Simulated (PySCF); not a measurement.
CHCl, SMILES [CH]Cl (connectivity only; charge and spin as stated), neutral, multiplicity 1. Geometry: ωB97X-D3(BJ)/def2-TZVPD. The isomer is the one that the SMILES or the coordinates give; other isomers of the formula were not compared.

TDA-M06-2X/def2-TZVPD (PySCF 2.14.0) puts the lowest singlet excitations at 1.63, 5.45, 5.89, 6.52, 7.07, 7.15 eV and the lowest triplet (TDA) at 0.34 eV.

What are the lowest singlet roots from EOM-CCSD/aug-cc-pVDZ in PySCF? (An estimate is asked for; the answer gives what the named calculation found.)

2.01, 5.69, 6.12, 6.51, 6.80, 7.52 eV; triplets 0.51, 5.11, 5.42 eV. S1 differs by 0.38 eV (second minus first; roots are paired by order, and the bases may differ).
